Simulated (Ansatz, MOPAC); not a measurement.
Molecule: GeH2, net charge 0, singlet state. SMILES: [GeH2]

Atoms: Ge1, H2, H3. Bonds: Ge1-H2, Ge1-H3.

Bond lengths (Å) and angles (degrees) optimised at PM7 with MOPAC; HF/STO-3G with Ansatz (a program for electronic structure); B3LYP/LANL2DZ with Ansatz; B3LYP/6-31G* with LANL2DZ past Ar with Ansatz, each started from the B3LYP-D3(BJ)/def2-TZVP structure (Ansatz) of the last column. A row stands for all coordinates that are equal there. 6-31G* holds six Cartesian d functions. No wavenumbers were computed at HF/STO-3G, B3LYP/LANL2DZ, so these may be saddle points.

```csv
coordinate,PM7,HF/STO-3G,B3LYP/LANL2DZ,B3LYP/6-31G* with LANL2DZ past Ar,B3LYP-D3(BJ)/def2-TZVP
Ge1-H2,1.405,1.462,1.616,1.619,1.599
H2-Ge1-H3,179.8,92.2,91.0,90.9,90.7
```

Mean signed difference of all 2 bond lengths from B3LYP-D3(BJ)/def2-TZVP: PM7 -0.194 Å, HF/STO-3G -0.138 Å, B3LYP/LANL2DZ 0.017 Å, B3LYP/6-31G* with LANL2DZ past Ar 0.020 Å.
